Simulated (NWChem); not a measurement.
# Lowest excitation of F2Mg

```xyz
3

Mg     0.0000     0.0000     0.0000
F      0.0000     0.0000     1.7682
F      0.0000     0.0000    -1.7682
```
Charge 0, spin multiplicity 1.

All runs are NWChem calculations. All single points use one geometry, from PBE/def2-SVP, a minimum by its harmonic frequencies.

Basis set: def2-SVPD.

```json
[
 {"method": "TD-PBE", "lowest vertical singlet excitation energy (eV)": "5.82", "relative cost": "under 3", "difference from EOM-CCSD": "-1.98"},
 {"method": "TDA-CAM-B3LYP", "lowest vertical singlet excitation energy (eV)": "6.98", "relative cost": "under 3", "difference from EOM-CCSD": "-0.82"},
 {"method": "TD-B3LYP", "lowest vertical singlet excitation energy (eV)": "6.58", "relative cost": "under 3", "difference from EOM-CCSD": "-1.22"},
 {"method": "CIS", "lowest vertical singlet excitation energy (eV)": "9.48", "relative cost": "1", "difference from EOM-CCSD": "+1.68"},
 {"method": "EOM-CCSD", "lowest vertical singlet excitation energy (eV)": "7.80", "relative cost": "60", "difference from EOM-CCSD": "0.00"}
]
```

The values span 3.66 eV, from TD-PBE (lowest) to CIS (highest). Costs are rough ratios of processor time within this set of runs, SCF included, with CIS as 1.

The correlated methods keep 7 core orbitals frozen. B3LYP has NWChem's definition, with VWN1-RPA local correlation. GW and range-separated runs recompute their integrals, the others keep them in memory, which bears on the times. The structure started from a generated list of species. Coupled-cluster values serve here as a point of comparison, not as the truth.
